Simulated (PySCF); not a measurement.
Excitations are Tamm–Dancoff values on a coarser integration grid. The basis has no diffuse functions, so Rydberg states are missing or too high.

Cartesian coordinates (Å):
```xyz
5

O     -1.1366    -0.5201    -0.0006
Al     0.3508     0.1585    -0.0025
Br     2.1889    -1.1126     0.0456
Br     0.5970     2.3797    -0.0509
H     -1.9944    -0.9151    -0.0001
```
Charge 0, multiplicity 1.

Question: What LUMO, HOMO–LUMO gap and S1 excitation (TDA) does PBE-D3(BJ)/def2-TZVP // PBE0-D4/def2-TZVP run with PySCF give?

Answer: 
```
Property                Value
-------------------  --------
LUMO                 -1.92 eV
HOMO–LUMO gap         5.17 eV
S1 excitation (TDA)   5.29 eV
```
